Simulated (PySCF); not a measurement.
Dipole response of Ni⁺ (nickel, charge +1)

[Ar] 3d8 4s1, high-spin 4F determinant (an excited configuration). Computed with PySCF 2.14 in aug-cc-pVTZ with one added diffuse shell each of s, p, d, f, g type (9s8p6d4f3g, 118 functions), with no relativity, point nucleus. Coupled (time-dependent) response in atomic units; α is the mean over directions.

| method | mean α (bohr³) | C₆ (like pair) | S(−4) |
| --- | --- | --- | --- |
| UHF | 30.16 | 144.0 | 879.8 |
| PBE | 21.21 | 97.57 | 363.8 |

S(−4) is the Cauchy moment in α(ω) = α(0) + S(−4) ω² + …

α(iu) at PBE:

| u (hartree) | α(iu) (bohr³) |
| --- | --- |
| 0 | 21.21 |
| 0.0500 | 20.35 |
| 0.100 | 18.19 |
| 0.200 | 13.19 |
| 0.300 | 9.531 |
| 0.500 | 5.718 |
| 0.750 | 3.697 |
| 1.00 | 2.706 |
| 1.50 | 1.733 |
| 2.00 | 1.247 |
| 3.00 | 0.7600 |
| 5.00 | 0.3804 |

A single London oscillator, α(iu) = α/(1 + u²/ω²), gives C₆ = (3/4) ω α². Matching the computed C₆ needs ω = 4 × 97.57 / (3 × 21.21²) = 0.289 hartree.

For an ion, C₆ is the dispersion term alone; charge-induced terms of lower order in 1/R come first.
